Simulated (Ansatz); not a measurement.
## Worked example: C2H10OSi2 + C2H8O2Si → CH8O2Si2 + C3H10OSi

Species: C2H10OSi2 `C[SiH2]C[SiH2]O`, singlet; C2H8O2Si `CO[SiH](C)O`, singlet; CH8O2Si2 `O[SiH2]C[SiH2]O`, singlet; C3H10OSi `CO[SiH](C)C`, singlet. The partners trade CH3 for OH; both sit on Si, so the bond types are kept.

Shapes, held fixed at every level: PBE0-D4/def2-TZVP. Flexible molecules stand in one conformer, not always the lowest. Programs: Ansatz 0.2.0. Electronic energies: no zero-point or thermal term.

At CCSD(T)/CBS estimate; 1 Eh = 2625.50 kJ/mol:

| species | energy (Eh) |
| --- | --- |
| C2H10OSi2 | -735.528067 |
| C2H8O2Si | -520.448082 |
| CH8O2Si2 | -771.487062 |
| C3H10OSi | -484.488827 |

Question: Work out ΔE of the reaction at this level.

Answer: 
1. Products less reactants: (-771.487062) + (-484.488827) − [(-735.528067) + (-520.448082)] = 0.000260 Eh = +0.7 kJ/mol.

Other levels give -0.6 (wB97M-V/def2-TZVPP) to +1.4 kJ/mol (CCSD/def2-TZVPP). No measured value is set beside it here. The CBS estimate extrapolates MP2 from def2-TZVPP and def2-QZVPP and adds CCSD(T) − MP2 in the triple-zeta set, cores frozen. That is about zero within the method's error.
